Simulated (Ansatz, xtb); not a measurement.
AlGeH5O: where a starting geometry ends

The starting geometry of this gas-phase singlet was built from a drawn formula by distance geometry and a force field; its bonds are those of `[OH][GeH2][AlH2]`.

```xyz
8

Al   -1.6036    0.2473    0.9608
Ge   -0.7485    1.3473   -1.0445
O    -1.7113    2.8281   -1.3591
H    -1.5130    3.3692   -0.5071
H    -0.8838    0.3911   -2.2217
H     0.7963    1.6641   -0.8375
H    -0.9569   -1.1037    1.5060
H    -2.7763    0.8731    1.7974
```

Q: Predict what becomes of its bonds when it is optimised with r2SCAN-D4/def2-SVP.

A: It keeps its bonds, and is `[OH][GeH2][AlH2]`.

The energy falls by 0.22 eV over 14 steps:

```
step  E − E(last) (eV)
   1             0.224
   2             0.122
   4             0.011
   5             0.004
   7             0.002
   8             0.001
  10             0.000
  11             0.000
  13             0.000
  14             0.000
```

Final geometry (Å):

```xyz
8

Al   -1.5730    0.2099    1.0322
Ge   -0.6430    1.3214   -0.9841
O    -1.6945    2.7290   -1.4067
H    -1.8444    3.2902   -0.6347
H    -0.6823    0.4829   -2.2739
H     0.8214    1.8119   -0.8214
H    -1.3497   -1.3333    1.3494
H    -2.4317    1.1044    2.0335
```

From the same start GFN2-xTB ends elsewhere, differing in Al1–O3 (1.67 against 3.51 Å here), Ge2–O3 (2.49 against 1.81 Å here).

No frequencies were run, so the end isn't proven a minimum. Run with Ansatz 0.2.0, 29 s on 2 threads of Arm Neoverse V1 (shared host).
